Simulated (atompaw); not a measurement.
**F (Z = 9): PAW (atompaw) pseudisation with PBE, scalar-relativistic reference atom.**

* Element: F
* Generator: atompaw 4.2.0.5
* Type: PAW
* Functional: PBE
* Relativity: scalar-relativistic
* Frozen core: [He]
* Valence charge: 7
* Reference configuration: 2s1 2p6
* Partial waves: 2s (bound): rc 1.20 bohr; 2s channel at -0.7 Ry: rc 1.20 bohr; 2p (bound): rc 1.20 bohr; 2p channel at -0.5 Ry: rc 1.20 bohr
* Local potential: vpsmatchnc scheme with l = 2 at 0.5 Ry, radius 0.95 bohr
* Core correction: smooth core density matched at 1.05 bohr
* Augmentation charge: sinc compensation charge, radius 1.00 bohr; PAW radius 1.20 bohr; waves and projectors: custom rrkj gramschmidtortho

Poles of the logarithmic derivatives, all-electron (AE) and pseudo (PS). s: poles at 1.2 (AE) and 1.2 (PS) Ry. p: poles at 1.9 (AE) and 1.9 (PS) Ry. Test radius 1.21 bohr.

- Cutoffs needed: 50 Ry and 90 Ry (the cutoffs (Ry, on a coarse ladder) from which the occupation-weighted sum of valence levels, in a spherical-Bessel basis at the reference potential, stays within 10 and 1 mRy of its value at 400 Ry)
- Ghost test: no extra level below or beside the all-electron valence levels (s, p, d, f tested) (spherical-Bessel basis up to 400 Ry, 20 bohr box)
- Lowest eigenvalue of the overlap operator: 0.53 (s channel)
- Overlap eigenvalues printed by atompaw (projector basis): 0.0193, 1.47, 1.66, 254
- Share of each valence orbital outside the PAW sphere: 2s 27 %, 2p 34 %
